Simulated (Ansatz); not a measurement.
[Ln(NH3)6]3+: gap (eV) at several levels, gas phase, relaxed structures; Ansatz. Core potentials for Ce, Dy, Er, Eu, Gd, Ho, Nd, Pr, Sm, Tb, Tm, Yb in the def2 sets, no spin–orbit coupling. HOMO and LUMO are taken over both spins. With an open 4f shell the SCF may have ended above the lowest state. A dash marks a value that wasn't run or was left out as unsound. The structures are stationary points that may keep the symmetry of their start. Remarks come from the PBE and PBE0 runs and from stability tests at other levels; not every state was tested.

```csv
species,state,geometry,PBE-D4/def2-SVP,PBE-D4/def2-TZVP,r2SCAN-D4/def2-TZVP,PBE0-D4/def2-SVP,PBE0-D4/def2-TZVP,remarks
[Ce(NH3)6]3+ (CeN6H18³⁺),doublet,PBE-D4/def2-SVP,0.76,0.76,1.46,6.06,6.05,–
[Pr(NH3)6]3+ (PrN6H18³⁺),triplet,PBE-D4/def2-SVP,0.58,0.59,1.44,6.32,6.30,–
[Nd(NH3)6]3+ (NdN6H18³⁺),quartet,r2SCAN-D4/def2-SVP,1.42,1.42,2.92,6.40,6.48,–
[Sm(NH3)6]3+ (SmN6H18³⁺),sextet,PBE-D4/def2-SVP,0.67,0.68,1.65,4.57,4.67,spin-contaminated (⟨S²⟩ up to 8.87)
[Eu(NH3)6]3+ (EuN6H18³⁺),septet,PBE-D4/def2-SVP,0.37,0.38,0.87,3.46,3.59,spin-contaminated (⟨S²⟩ up to 12.23)
[Gd(NH3)6]3+ (GdN6H18³⁺),octet,r2SCAN-D4/def2-SVP,3.38,3.30,5.63,8.38,8.30,–
[Tb(NH3)6]3+ (TbN6H18³⁺),septet,r2SCAN-D4/def2-SVP,0.97,0.99,1.96,7.84,7.83,–
[Dy(NH3)6]3+ (DyN6H18³⁺),sextet,r2SCAN-D4/def2-SVP,0.83,0.84,2.10,7.22,–,–
[Ho(NH3)6]3+ (HoN6H18³⁺),quintet,PBE-D4/def2-SVP,1.78,1.79,4.05,7.59,7.57,–
[Er(NH3)6]3+ (ErN6H18³⁺),quartet,PBE-D4/def2-SVP,1.46,1.42,4.17,7.27,7.22,–
[Tm(NH3)6]3+ (TmN6H18³⁺),triplet,PBE-D4/def2-SVP,0.73,0.75,2.17,6.25,6.27,–
[Yb(NH3)6]3+ (YbN6H18³⁺),doublet,PBE-D4/def2-SVP,0.40,0.42,1.43,5.17,5.42,–
```

Over the 11 species that have every level, the mean is 1.14 at PBE-D4/def2-SVP, 1.14 at PBE-D4/def2-TZVP, 2.52 at r2SCAN-D4/def2-TZVP, 6.30 at PBE0-D4/def2-SVP, 6.34 at PBE0-D4/def2-TZVP. Orbital gaps grow with the share of exact exchange and aren't one observable across functionals.
